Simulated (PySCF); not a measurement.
## Spin states of SiPb

Unrestricted PBE0; Si def2-SVP, Pb def2-SVP with ECP60; scalar-relativistic core potentials (PySCF 2.14). Outer shells of the fragments: Si 3s2 3p2; Pb 5d10 6s2 6p2.

Followed along the bond (rough minima from three points):

```tsv
2Ms+1	unpaired	⟨S²⟩ at the start	R at minimum (Å)	Te (eV)
3	π ↑↑	2.00	2.59	0.00
1	π ↑↓	1.00	2.60	0.19
3	σ ↑, π ↑	2.02	2.48	0.26
1	σ ↓, π ↑	1.01	2.47	0.44
1	none	0.00	2.62	0.77
```

Solutions found at the starting distance of 2.510 Å, counted from the lowest of them; the search is not exhaustive and high or unbound solutions are not listed, so other states can lie among these:

| 2Ms+1 | unpaired | term | E (eV) | ⟨S²⟩ | ⟨Lz²⟩ | μ (D) |
| --- | --- | --- | --- | --- | --- | --- |
| 3 | π ↑↑ | ³Σ⁻ | 0.00 | 2.00 | 0.00 | 1.54 |
| 1 | π ↑↓ | mixed | 0.20 | 1.00 | 2.01 | 1.48 |
| 3 | σ ↑, π ↑ | ³Π | 0.23 | 2.02 | 1.00 | 1.57 |
| 1 | σ ↓, π ↑ | mixed | 0.41 | 1.01 | 1.01 | 1.54 |
| 1 | none | mixed | 0.79 | 0.00 | 2.00 | 1.28 |
| 5 | σ ↑, π ↑↑↑ | ⁵Π | 1.19 | 6.00 | 1.00 | 0.97 |
| 3 | σ ↑, π ↑↑↓ | mixed | 1.70 | 3.01 | 3.02 | 0.92 |
| 3 | σ ↓, π ↑↑↑ | mixed | 1.75 | 3.02 | 1.00 | 1.03 |
| 3 | π ↑↑ | mixed | 2.23 | 2.01 | 2.01 | 0.65 |
| 5 | π ↑↑↑↑ | ⁵Σ⁺ | 3.73 | 6.01 | 0.00 | -0.40 |
| 5 | σ ↑↑, π ↑↑ | ⁵Σ⁻ | 4.11 | 6.00 | 0.00 | -1.04 |
| 3 | σ ↑↑, π ↑↓ | mixed | 4.68 | 3.01 | 2.01 | -1.30 |
| 1 | σ ↓↓, π ↑↑ | mixed | 4.85 | 2.01 | 0.00 | -1.47 |
| 1 | σ ↓, π ↑ | mixed | 5.64 | 1.01 | 1.00 | -1.57 |

A term symbol is given only where ⟨S²⟩ and ⟨Lz²⟩ are close to those of a pure state; real π, δ and φ orbitals otherwise mix terms. A positive dipole means Si(−)Pb(+).

These are scalar-relativistic numbers at best; spin–orbit coupling would shift them, the dissociation energy most.
